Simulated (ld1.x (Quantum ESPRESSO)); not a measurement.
antimony: one change to a TM potential, before and after

| Item | Value |
| --- | --- |
| Element | antimony (Sb) |
| Generator | ld1.x (Quantum ESPRESSO) 7.5 |
| Type | norm-conserving Troullier–Martins (Kleinman–Bylander form) |
| Functional | PBEsol |
| Relativity | scalar-relativistic |
| Frozen core | [Kr] |
| Valence charge | 15 |
| Reference configuration | 4d10 5s1 5p4 |
| Partial waves | 5s (bound): rc 1.80 bohr; 4d (bound): rc 1.20 bohr; 5p (bound): rc 2.10 bohr |
| Local potential | the p channel |
| Core correction | none |

All-electron outer shells of the reference configuration (PBEsol, scalar-relativistic, ld1.x):

| shell | level (eV) | outermost node (bohr) | outermost maximum (bohr) |
| --- | --- | --- | --- |
| 4s | -150.09 | 0.39 | 0.73 |
| 4p | -103.09 | 0.39 | 0.76 |
| 4d | -34.85 | 0.38 | 0.84 |
| 5s | -13.67 | 0.95 | 1.88 |
| 5p | -5.42 | 1.04 | 2.29 |

Change: all radii scaled by about 1.35 (s 2.42, p 2.82, d 1.62 bohr).

Cutoffs: the cutoffs (Ry, on a coarse ladder) from which the occupation-weighted sum of valence levels, in a spherical-Bessel basis at the reference potential, stays within 10 and 1 mRy of its value at 400 Ry; they do not see the model core or the augmentation charge, which bear on the density cutoff. Errors are all-electron minus pseudo energies relative to the spin-unpolarised reference configuration.

Problem. What does the change do?

Solution. The potential gets softer (110 Ry and 180 Ry → 90 Ry and 140 Ry); of the 7 tests that both files solve, the error grows in 5 and shrinks in 2 by more than 15 % and 0.3 meV (median size 5.1 → 7.0 meV); neither file shows a bound ghost. A larger radius leaves more room for a smooth pseudo-wave, so fewer plane waves are needed.

```csv
quantity,base,changed
"cutoff, loose",110 Ry,90 Ry
"cutoff, tight",180 Ry,140 Ry
loose cutoff by channel (10 mRy a level),"s 12 Ry, d 90 Ry, p 10 Ry","s 10 Ry, d 70 Ry, p 6 Ry"
bound ghosts,none,none
"error for 4d10 5s2 5p3, meV [ΔE -8.14 eV]",+0.1,+1.6
"error for 4d10 5s2 5p2, meV [ΔE 0.20 eV]",-5.1,-8.4
"error for 4d10 5s2 5p1, meV [ΔE 16.21 eV]",-9.4,-7.0
"error for 4d10 5s2 5p3.3, meV [ΔE -9.30 eV]",+1.5,+4.8
"error for 4d10 5s1 5p3, meV [ΔE 8.97 eV]",-0.4,+2.5
"error for 4d10 5s2 5p0, meV [ΔE 40.66 eV]",-10,+21
"error for 4d9 5s2 5p4, meV [ΔE 22.90 eV]",-367,-84
```
